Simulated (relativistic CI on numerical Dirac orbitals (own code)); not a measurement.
# Ni⁺ (3d9) in a crystal field

Calculated by Dirac-Coulomb-Breit CI, KLI orbitals optimised for each configuration, model QED (radiative potential, 1s self-energy scaled to tabulated hydrogen-like ionisation energies), one configuration in a parametric crystal field, unscaled Slater integrals (own radial code).

Field parameters in Wybourne normalisation: D3d B²₀ = −7Dσ, B⁴₀ = −14Dq − 21Dτ, B⁴₃ = −14√(10/7) Dq. The field is a parameter set, without covalency.

S is read from ⟨S²⟩ = S(S + 1).

Powder χT (cm³ K mol⁻¹) by Van Vleck's formula, with temperature-independent terms:

```
                                       Field    2 K    5 K   10 K   20 K   50 K  100 K  200 K  300 K
D3d, 10Dq = 11250, Dσ = -1200, Dτ = 380 cm⁻¹  0.299  0.304  0.312  0.328  0.376  0.446   0.51  0.528
 D3d, 10Dq = 11250, Dσ = -980, Dτ = 380 cm⁻¹  0.285   0.29  0.299  0.317  0.369  0.441  0.502  0.519
 D3d, 10Dq = 11250, Dσ = -760, Dτ = 380 cm⁻¹  0.271  0.276  0.286  0.305  0.362  0.437  0.495   0.51
 D3d, 10Dq = 11250, Dσ = -550, Dτ = 380 cm⁻¹  0.256  0.262  0.273  0.295  0.358  0.435  0.487  0.501
 D3d, 10Dq = 11250, Dσ = -330, Dτ = 380 cm⁻¹   0.24  0.247   0.26  0.285  0.358  0.435   0.48  0.493
 D3d, 10Dq = 11250, Dσ = -110, Dτ = 380 cm⁻¹  0.223  0.233  0.248  0.279  0.363  0.437  0.474  0.485
  D3d, 10Dq = 11250, Dσ = 110, Dτ = 380 cm⁻¹  0.207  0.219   0.24  0.281  0.379  0.442  0.469  0.479
  D3d, 10Dq = 11250, Dσ = 330, Dτ = 380 cm⁻¹  0.193  0.212  0.244  0.305  0.409  0.448  0.465  0.474
```

For D3d, 10Dq = 11250, Dσ = -980, Dτ = 380 cm⁻¹: what effective moment follows at 300 K?

μ_eff = √(8χT) = 2.04 μB. The ground level has S = 0.50; the spin-only moment for S = 1/2 is 1.73 μB. The difference comes from the orbital moment, spin-orbit mixing of terms and temperature-independent paramagnetism, all larger in this ionic model than in covalent complexes.
